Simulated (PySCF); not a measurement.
# Cost of excited-state runs on `C[As](C)[C@@H]1C[C@H]1O`, C₅H₁₁AsO

Bonds (- single, = double, # triple, : aromatic): C1-As2, As2-C3, As2-C4, C4-C5, C5-C6, C6-O7, C6-C4. C1 carries H8, H9, H10; C3 carries H11, H12, H13; C4 carries H14; C5 carries H15, H16; C6 carries H17; O7 carries H18. Stereochemistry as in C[As](C)[C@@H]1C[C@H]1O. H15 is cis to As2 on the ring; H16 is trans to As2 on the ring.

PySCF with density fitting, on 1 thread of an Arm Neoverse N1, shared host. Command: `OMP_NUM_THREADS=1 python excited_run.py task.json out`

Question: How long does this run take, and how much memory?
- magnetisability and related constants, BHandHLYP/pcSseg-1; isotopologues; writes grids

Answer: 
| run | level | basis functions | wall time | peak memory (GiB) |
| --- | --- | --- | --- | --- |
| magnetisability and related constants | BHandHLYP/pcSseg-1 | 198 | 83 s | 0.97 |

Times from a shared host are rough.
